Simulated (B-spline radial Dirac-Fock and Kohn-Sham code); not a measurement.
## What relativity does to the binding energies of Cr⁷⁺

System: chromium as Cr⁷⁺, configuration [Ne] 3s2 3p5.

Both columns are ΔSCF binding energies of the configuration average from a radial atomic solver: non-relativistic Hartree-Fock with a point nucleus, and Dirac-Fock with a finite nucleus and the Coulomb interaction alone, averaged over the two j levels with weights 2j+1.

```csv
shell,Hartree-Fock (eV),Dirac-Fock (eV),shift (eV),shift (%)
1s,6118.4,6164.9,+46.51,+0.76
2s,857.5,866.9,+9.37,+1.09
3s,219.1,220.8,+1.69,+0.77
3p,184.6,184.9,+0.28,+0.15
```

Relativity binds 1s, 2s, 3s, 3p more strongly, among those listed most of all 2s in relative terms.

Values without a named source are computed, but for edge energies of neutral atoms, which are taken from tables.
